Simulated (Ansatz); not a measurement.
Calculated with Ansatz (gas phase, PBE0-D4/def2-TZVP geometries, no zero-point term in ΔE). CCSD(T)/CBS adds triple-zeta CCSD(T) − MP2 to the extrapolated MP2 energy (def2 sets, frozen cores). This one scheme is used for every species. DFT in def2-TZVPP. B3LYP here is the variant with VWN-RPA as its local correlation; programs differ in this. For Ga outer-core shells are correlated without core-valence functions, which leaves a few kJ/mol of doubt a bond. Scalar relativity is left out up to krypton. One conformer a species, not always the lowest.

`[BH2][GaH][SiH2]C` + `N[SiH3]` → `C[SiH2]N[SiH3]` + `[BH2][GaH2]`  (cleavage of the Si–Ga bond)

| level | ΔE (eV) |
| --- | --- |
| PBE0-D4 | -0.33 |
| B3LYP-D4 | -0.43 |
| PBE | -0.23 |
| CCSD/CBS(def2) | -0.46 |

What does CCSD(T)/CBS give? (Estimate.)

Ansatz gave: -0.43 eV. The listed levels differ from it by 0.10, 0.00, 0.20, -0.03 eV.

Largest T1 diagnostic among the species: 0.014.

From BLYP to BHLYP (50 % exact exchange), in def2-TZVPP and without D4, ΔE moves by −0.18 eV. Leaving LDA and LC-ωPBE aside and taking each functional with its dispersion term where it has one, the values, not all of them listed here, spread over 0.26 eV, from BHLYP-D4 to PBE-D4. LDA lies −0.08 eV from PBE without D4.
